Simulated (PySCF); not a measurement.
Compound: SnMeBr3, CH3Br3Sn.
Bonds: Sn1–C2, Sn1–Br6, Sn1–Br7, Sn1–Br8. Hydrogens: H3, H4, H5 on C2.

Method: PySCF, PBE0-D3(BJ)/def2-SVP geometry optimisation, gas phase, def2 core potentials past Kr; density fitting, grid level 1; the optimiser is geomeTRIC in internal coordinates, started from a GFN2-xTB structure with every atom displaced at random (about 0.03 Å).

At the end of the run (lengths in Å): Sn1–Br7 2.473, Sn1–C2 2.130, C2–H4 1.098, C2–H3 1.098, C2–H5 1.098, Sn1–Br6 2.476, Sn1–Br8 2.474, C2–Sn1–Br7 112.9°, C2–Sn1–Br6 111.3°, Br6–Sn1–Br7 106.8°, Br7–Sn1–Br8 105.7°.

**Question.** These geometries were met on the way; a selection of coordinates is given. Order them by energy above the end point, lowest first.
A. Sn1–Br7 2.448, Sn1–C2 2.117, C2–H4 1.092, C2–H3 1.093, C2–H5 1.099, Sn1–Br6 2.467, Sn1–Br8 2.473, C2–Sn1–Br7 110.2°, C2–Sn1–Br6 112.9°, Br6–Sn1–Br7 106.0°, Br7–Sn1–Br8 106.0°
B. Sn1–Br7 2.493, Sn1–C2 2.138, C2–H4 1.092, C2–H3 1.094, C2–H5 1.100, Sn1–Br6 2.474, Sn1–Br8 2.477, C2–Sn1–Br7 111.6°, C2–Sn1–Br6 111.8°, Br6–Sn1–Br7 106.6°, Br7–Sn1–Br8 106.2°
C. Sn1–Br7 2.613, Sn1–C2 2.226, C2–H4 1.163, C2–H3 1.119, C2–H5 1.085, Sn1–Br6 2.478, Sn1–Br8 2.481, C2–Sn1–Br7 108.8°, C2–Sn1–Br6 114.5°, Br6–Sn1–Br7 105.1°, Br7–Sn1–Br8 105.8°

**Answer.** B (0.002 eV), A (0.027 eV), C (0.257 eV).

| step | E above end (eV) | rms distance from the end, all atoms (Å) | largest force (eV/Å) | rms shift of all bonds from the end (Å) |
| --- | --- | --- | --- | --- |
| 2 | 0.002 | 0.014 | 0.388 | 0.008 |
| 1 | 0.027 | 0.040 | 0.555 | 0.012 |
| 0 | 0.257 | 0.071 | 1.952 | 0.069 |

Rows stand in the order of the answer.
